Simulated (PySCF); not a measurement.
C6H7NS.
Bonds: C1–S2, S2–C3, C3–C4 (aromatic), C4–C5 (aromatic), C5–C6 (aromatic), C6–C7 (aromatic), C7–N8 (aromatic), C3–N8 (aromatic). Hydrogens: H9, H10, H11 on C1; H12 on C4; H13 on C5; H14 on C6; H15 on C7.

Computed geometry: GFN2-xTB, gas phase.

Q: Give the optimised bond lengths and angles.

A: 
```json
{"bond": "C1–S2", "length (bohr)": "3.424"}
{"bond": "S2–C3", "length (bohr)": "3.318"}
{"bond": "C3–C4", "length (bohr)": "2.638"}
{"bond": "C4–C5", "length (bohr)": "2.606"}
{"bond": "C5–C6", "length (bohr)": "2.629"}
{"bond": "C6–C7", "length (bohr)": "2.613"}
{"bond": "C7–N8", "length (bohr)": "2.500"}
{"bond": "C3–N8", "length (bohr)": "2.499"}
{"bond": "C1–H9, C1–H10, C1–H11", "length (bohr)": "2.050"}
{"bond": "C4–H12", "length (bohr)": "2.037"}
{"bond": "C5–H13", "length (bohr)": "2.041"}
{"bond": "C6–H14", "length (bohr)": "2.037"}
{"bond": "C7–H15", "length (bohr)": "2.045"}
```

Bonds in one row agree within 0.02 bohr and their mean is given. A selection of angles:
```json
{"angle": "C1–S2–C3", "degrees": "100.2"}
{"angle": "S2–C3–C4", "degrees": "119.2"}
{"angle": "S2–C3–N8", "degrees": "117.4"}
{"angle": "C4–C3–N8", "degrees": "123.4"}
{"angle": "C3–C4–C5", "degrees": "117.9"}
{"angle": "C4–C5–C6", "degrees": "119.1"}
{"angle": "C5–C6–C7", "degrees": "118.1"}
{"angle": "C6–C7–N8", "degrees": "123.5"}
{"angle": "C3–N8–C7", "degrees": "118.1"}
```

Torsions: C1–S2–C3–C4 180° (antiperiplanar).

The 8 heavy atoms lie in one plane (0.001 Å rms). S2 (sulfide sulfur) is bent (angle 100.2°). Of the pairs four or more bonds apart, N8···H10 is among the closest relative to their van der Waals radii: 2.63 Å, 96 % of the sum of Bondi's values. The 2 C–S bonds span 1.756 Å (S2–C3, drawn single) to 1.812 Å (C1–S2, drawn single), a spread of 0.056 Å. The 6-membered ring C3–C4–C5–C6–C7–N8 has internal angles of 117.9° to 123.5°; it is planar, 0.00 Å rms from its mean plane, widest ring torsion 0°.

Point group: Cs (every atom within 0.08 Å of its image). No GFN2-xTB frequencies stand behind this structure, so it isn't proved a minimum. One conformer, not necessarily the lowest.
